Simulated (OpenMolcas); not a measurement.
# Si I: effect of the basis set

* Program: OpenMolcas 26.06
* Method: CASSCF
* Active space: 4 electrons in 4 orbitals (3s 3p)
* State averaging: 2S+1 = 3 even, 3 roots; 2S+1 = 1 even, 6 roots; 2S+1 = 5 odd, 1 root; 2S+1 = 3 odd, 8 roots
* Spin-orbit coupling: state interaction with AMFI integrals over the reference wave functions, term energies averaged over their components

A. ANO-R1 [4s3p1d], X2C, finite nucleus; cost of the order of 10 core-seconds
B. ANO-RCC-VTZP [5s4p2d1f], DKH2, point nucleus; cost about 8 core-seconds
C. ANO-L-VTZP [5s4p2d1f], non-relativistic, point nucleus; cost roughly 14 core-seconds
D. ANO-R2 [5s4p3d1f], X2C, finite nucleus; cost roughly 8 core-seconds
E. ANO-RCC-VQZP [6s5p3d2f1g], DKH2, point nucleus; cost of the order of 8 core-seconds
F. ANO-R3 [6s5p4d2f1g], X2C, finite nucleus; cost about 14 core-seconds

Energies in cm⁻¹ above 3s² 3p² ³P₀, the measured ground level; measured values from NIST Handbook of Basic Atomic Spectroscopic Data.

```
      Level      A      B      C      D      E      F  Measured
3s² 3p² ³P₀    0.0    0.0    0.0    0.0    0.0    0.0       0.0
3s² 3p² ³P₁   64.3   66.8   66.0   66.4   66.3   66.0      77.1
3s² 3p² ³P₂    188    195    193    194    194    193       223
3s² 3p² ¹D₂   9278   8848   8867   8982   8841   8880      6299
3s² 3p² ¹S₀  16285  15569  15565  15898  15555  15662     15394
3s 3p³ ⁵S°₂  22512  22835  22429  22821  22838  22855     33326
3s 3p³ ³D°₂  54366  54215  53851  54318  54217  54252          
3s 3p³ ³D°₁  54367  54216  53851  54319  54218  54253          
3s 3p³ ³D°₃  54368  54217  53852  54320  54219  54254     45322
3s 3p³ ³P°₀  63556  62985  62648  63251  62984  63064          
3s 3p³ ³P°₁  63557  62986  62649  63252  62985  63065          
3s 3p³ ³P°₂  63558  62987  62650  63253  62986  63066
```

Deviations, from unrounded energies. A percentage is the sum of absolute deviations over the sum of measured energies, with the sign that they share, or ± where signs differ.

```json
{"Against measurement": "mean absolute deviation (cm-1)", "Levels": "6", "A": "4000", "B": "3700", "C": "3700", "D": "3800", "E": "3700", "F": "3700"}
{"Against measurement": "fine structure of the ground term (%)", "Levels": "2", "A": "-15.9", "B": "-12.9", "C": "-13.9", "D": "-13.3", "E": "-13.4", "F": "-13.8"}
{"Against measurement": "other terms of the ground configuration (%)", "Levels": "2", "A": "+17.8", "B": "+12.6", "C": "+12.6", "D": "+14.7", "E": "+12.5", "F": "+13.1"}
{"Against measurement": "other configurations (%)", "Levels": "2", "A": "±25.3", "B": "±24.6", "C": "±24.7", "D": "±24.8", "E": "±24.6", "F": "±24.7"}
```

B, C, D, E, F lie about equally close to measurement and A furthest from it. The largest miss of E in the table is 3s 3p³ ⁵S°₂, by -10000 cm-1. The ranking rests on the paired levels alone, and a cruder setting can come out closer through cancelling errors.

Among A to F the level of the table that moves most is 3s 3p³ ³P°₀, by 910 cm-1 (lowest in C, highest in A).

Without dynamic correlation excited terms often stand tens of per cent too high (terms of higher spin than the ground term too low), and those without a measured partner can miss by more than the paired ones. Terms of s pⁿ other than that of highest spin mix with s² pⁿ⁻² d, which this space lacks; all of them can be thousands of cm-1 off, and some have no real level of that name. Computed and measured levels are paired by configuration, term and J; levels that our copy of the source lacks, or whose pairing is in doubt (as where it misses far off the trend of its configuration), stay unpaired and out of the deviations. Levels of configurations outside the active space are missing.

° marks odd parity.
